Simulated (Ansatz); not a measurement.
Reaction (formal exchange of groups at the Sn–C bond): `C[C](=O)[SnH3]` + `C=CCl` → `C=[CH][SnH3]` + `CC(=O)Cl`

Computed with Ansatz on PBE0-D4/def2-TZVP structures; ΔE is electronic, products minus reactants. CCSD(T)/CBS is the MP2 limit (def2-TZVPP, def2-QZVPP) plus CCSD(T) − MP2 in def2-TZVPP, frozen cores. This one scheme is used for every species. Functionals use def2-TZVPP. B3LYP here is the variant with VWN-RPA as its local correlation; programs differ in this. def2 core potentials past Kr. For Sn outer-core shells are correlated without core-valence functions, which leaves a few kJ/mol of doubt a bond.

| level | ΔE (kcal/mol) | difference from CCSD(T)/CBS |
| --- | --- | --- |
| PBE-D4 | -11.8 | 1.1 |
| PBE0-D4 | -12.4 | 0.5 |
| B3LYP-D4 | -11.8 | 1.1 |
| ωB97X-V | -12.7 | 0.2 |
| B2PLYP | -12.9 | 0.0 |
| PBE | -11.7 | 1.2 |
| r2SCAN | -13.2 | -0.3 |
| B3LYP | -11.8 | 1.1 |
| MP2/def2-TZVPP | -14.7 | -1.8 |
| CCSD/def2-TZVPP | -13.0 | -0.1 |
| CCSD(T)/def2-TZVPP | -13.3 | -0.4 |
| HF/def2-QZVPP | -13.2 | -0.3 |
| MP2/def2-QZVPP | -14.4 | -1.5 |
| HF/CBS(def2) | -13.2 | -0.3 |
| MP2/CBS(def2) | -14.3 | -1.4 |
| CCSD/CBS(def2) | -12.6 | 0.3 |
| CCSD(T)/CBS | -12.9 | 0 |

Largest T1 diagnostic among the species: 0.015.
